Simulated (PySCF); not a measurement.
C2H8BNOS.

```xyz
14

B      0.0407     0.5465     0.1507
N     -0.7465    -0.5542    -0.2538
C     -2.1808    -0.4370    -0.4198
C     -0.2321    -1.8738    -0.5349
H     -2.4824    -0.6792    -1.4568
H     -2.7176    -1.1344     0.2516
H     -2.5064     0.5853    -0.1923
H     -0.6829    -2.6317     0.1343
H     -0.4557    -2.1782    -1.5754
H      0.8578    -1.9119    -0.4005
O     -0.5786     1.7514     0.3849
H      0.0184     2.4527     0.6600
S      1.8716     0.3076     0.3461
H      2.1512     1.5760     0.7129
```
Charge 0, spin multiplicity 1.

The structure is a stationary point at r2SCAN-D4/def2-SVP. The values are those of a single conformer.

Calculation: PySCF with PBE/pcSseg-1. Non-relativistic, no solvent.

Computed absolute GIAO shielding of each atom: isotropic value and principal components (ppm):
```
atom  σ(iso)    σ11    σ22    σ33   span
----  ------  -----  -----  -----  -----
B1      69.3   51.0   71.0   85.8   34.8
N2     174.2   96.8  200.8  224.9  128.0
C3     142.7  115.0  133.0  180.2   65.2
C4     138.0  117.3  118.5  178.0   60.7
H5      29.0   24.7   26.7   35.6   10.9
H6      29.0   24.7   26.6   35.6   10.9
H7      27.4   22.0   28.0   32.0   10.0
H8      28.7   25.0   26.0   35.0   10.0
H9      28.7   25.0   26.0   35.0   10.0
H10     28.3   22.4   30.5   32.1    9.7
O11    199.6  128.0  224.3  246.6  118.6
H12     28.7   22.3   26.9   36.7   14.4
S13    628.0  519.9  561.7  802.4  282.5
H14     30.9   24.4   28.2   40.2   15.8
```
